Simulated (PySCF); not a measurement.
Estimate the missing entries of this data sheet.

Compound: C6H5F.
Geometry (GFN2-xTB, Å), atoms numbered from 1 in this order:
```xyz
12
C6H5F angstrom
C      2.126   -1.671   -0.051
C      1.438   -0.694   -0.136
C      0.605    0.466   -0.217
C      0.026    1.058    1.061
C     -0.829    0.349    0.111
C     -2.016   -0.094   -0.202
F     -2.251   -0.784   -1.339
H      2.734   -2.522    0.008
H      0.885    1.152   -1.010
H     -0.059    2.133    1.136
H      0.259    0.569    1.997
H     -2.917    0.038    0.381
```

```csv
property,level,value
point group of the GFN2-xTB geometry,GFN2-xTB,?
"rotational constants A, B, C of the GFN2-xTB geometry",GFN2-xTB,"4.399, 1.833, 1.394 GHz"
dipole moment,PBE0/def2-SVPD,2.01 D
HOMO energy,PBE0/def2-SVPD,-7.50 eV
LUMO energy,PBE0/def2-SVPD,?
lowest singlet excitation,TDDFT PBE0/def2-SVPD,"6.11 eV (203 nm, f = 0.010)"
strongest line among the 6 lowest singlet transitions,TDDFT PBE0/def2-SVPD,"S6 at 7.03 eV (176 nm, f = 0.196)"
lowest triplet excitation (Tamm–Dancoff),TDA PBE0/def2-SVPD,4.39 eV
static isotropic polarisability,PBE0/def2-SVPD,69.3 au
electronic spatial extent ⟨r²⟩ about the centre of nuclear charge,PBE0/def2-SVPD,816 bohr²
13C chemical shifts (computed TMS as zero) by class,GIAO PBE0/pcSseg-1,?
1H chemical shifts (computed TMS as zero) by class,GIAO PBE0/pcSseg-1,"7.31 (H12), 2.25 (H9), 1.61 (H10), 1.55 (H11), 1.28 (H8) ppm"
"isotropic shieldings of nuclei other than C and H, by class",GIAO PBE0/pcSseg-1,293 (F7) ppm
```

Gas-phase values; electronic properties from PySCF, density fitting. Geometry: GFN2-xTB; no solvent, vibrations or thermal averaging.

Question: What is the LUMO energy?

Answer: -0.12 eV.

Question: Give the 13C chemical shifts (computed TMS as zero) by class.

Answer: 151.5 (C6), 109.4 (C5), 88.4 (C2), 72.1 (C1), 14.8 (C4), 8.7 (C3) ppm.

Question: Give the point group of the GFN2-xTB geometry.

Answer: C1.

A dipole of 2.01 D is allowed in C1, and pure rotational transitions are dipole-allowed. No computed singlet falls in the visible range (750 to 380 nm, 1.65 to 3.26 eV); S1 lies 2.85 eV above its blue end. With B = h/(8π²I), that is 505.379 GHz u Å² over I, the principal moments of inertia are 114.9, 275.7 and 362.4 u Å² (most abundant isotopes); the inertial defect Ic − Ia − Ib is -28.2 u Å² (zero for a rigid planar frame, negative otherwise). The dipole equals about 6.7 × 10⁻³⁰ C·m (1 D = 3.33564 × 10⁻³⁰ C·m). The principal polarisabilities are 51.5, 67.8 and 88.8 au; their mean is the isotropic value.
